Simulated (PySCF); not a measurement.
**Radial density of Al³⁺ (aluminium, charge +3)**

B97-3, [Ne], closed-shell 1S. Calculation: PySCF 2.14, in aug-cc-pwCVTZ; no relativity, point nucleus.

```json
{"r (bohr)": "0.00168", "4πr²ρ (e/bohr)": "0.04745"}
{"r (bohr)": "0.00283", "4πr²ρ (e/bohr)": "0.1301"}
{"r (bohr)": "0.00475", "4πr²ρ (e/bohr)": "0.3504"}
{"r (bohr)": "0.00800", "4πr²ρ (e/bohr)": "0.9110"}
{"r (bohr)": "0.0135", "4πr²ρ (e/bohr)": "2.239"}
{"r (bohr)": "0.0226", "4πr²ρ (e/bohr)": "4.994"}
{"r (bohr)": "0.0381", "4πr²ρ (e/bohr)": "9.498"}
{"r (bohr)": "0.0640", "4πr²ρ (e/bohr)": "13.88"}
{"r (bohr)": "0.108", "4πr²ρ (e/bohr)": "13.51"}
{"r (bohr)": "0.181", "4πr²ρ (e/bohr)": "9.037"}
{"r (bohr)": "0.305", "4πr²ρ (e/bohr)": "10.29"}
{"r (bohr)": "0.512", "4πr²ρ (e/bohr)": "12.24"}
{"r (bohr)": "0.862", "4πr²ρ (e/bohr)": "5.305"}
{"r (bohr)": "1.45", "4πr²ρ (e/bohr)": "0.5099"}
{"r (bohr)": "2.44", "4πr²ρ (e/bohr)": "0.004708"}
```
